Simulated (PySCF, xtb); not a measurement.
Ge(H)(NMe2) (C2H7GeN), SMILES [GeH][N](C)C (connectivity only; charge and spin as stated), neutral, multiplicity 1.

xtb 6.7.1 with GFN2-xTB at its own geometry gives an orbital gap of 3.51 eV and a dipole moment of 1.77 D.

Geometry: PBE0-D3(BJ)/def2-SVP. The structure was generated by enumeration; whether it is a known compound was not checked.

Q: What does PBE/def2-TZVP (PySCF) give? (An estimate is asked for; the answer gives what the named calculation found.)

A: gap 2.99 eV (levels -5.35 and -2.36 eV), dipole 1.81 D.
